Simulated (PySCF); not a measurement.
Isomers of C2H11NOSi2, from PBE0-D3(BJ)/def2-SVP geometry optimisation, gas phase (PySCF). One conformer each, no zero-point energy, no frequencies.

Question: Which isomer lies lowest at this level?
A. `[CH3:1][O:2][C@H:3]([SiH3:4])[SiH2:5][NH2:6]` with C1–O2–C3–Si4 -86°, O2–C3–Si5–N6 -51°, C3–Si5–N6–H -178° and 46°: A = 2680, B = 1633, C = 1078 MHz, dipole 1.56 D
B. `[CH3:1][O:2][CH2:3][SiH2:4][SiH2:5][NH2:6]` with C1–O2–C3–Si4 180°, O2–C3–Si4–Si5 43°, C3–Si4–Si5–N6 170°, Si4–Si5–N6–H 52° and -172°: A = 4403, B = 1014, C = 862.3 MHz, dipole 0.34 D
C. `[CH3:1][CH2:2][O:3][SiH2:4][SiH2:5][NH2:6]` with C1–C2–O3–Si4 82°, C2–O3–Si4–Si5 171°, O3–Si4–Si5–N6 -174°, Si4–Si5–N6–H -167° and 55°: A = 7515, B = 818.6, C = 790.6 MHz, dipole 1.18 D

Answer: C. That is `CCO[SiH2][SiH2]N`, 30.0 kcal/mol below the next.

```json
{"SMILES": "CCO[SiH2][SiH2]N", "mapped SMILES": "[CH3:1][CH2:2][O:3][SiH2:4][SiH2:5][NH2:6]", "E (Eh)": "-791.01733", "relative (kcal/mol)": "0.0", "relative (kJ/mol)": "0.0", "dipole (D)": "1.18"}
{"SMILES": "COC[SiH2][SiH2]N", "mapped SMILES": "[CH3:1][O:2][CH2:3][SiH2:4][SiH2:5][NH2:6]", "E (Eh)": "-790.96956", "relative (kcal/mol)": "30.0", "relative (kJ/mol)": "125.4", "dipole (D)": "0.34"}
{"SMILES": "CO[C@H]([SiH3])[SiH2]N", "mapped SMILES": "[CH3:1][O:2][C@H:3]([SiH3:4])[SiH2:5][NH2:6]", "E (Eh)": "-790.96564", "relative (kcal/mol)": "32.4", "relative (kJ/mol)": "135.7", "dipole (D)": "1.56"}
```

As drawn, the lowest has an Si–O bond and an Si–Si bond, which the highest lacks; the highest has an Si–C bond, which the lowest lacks.
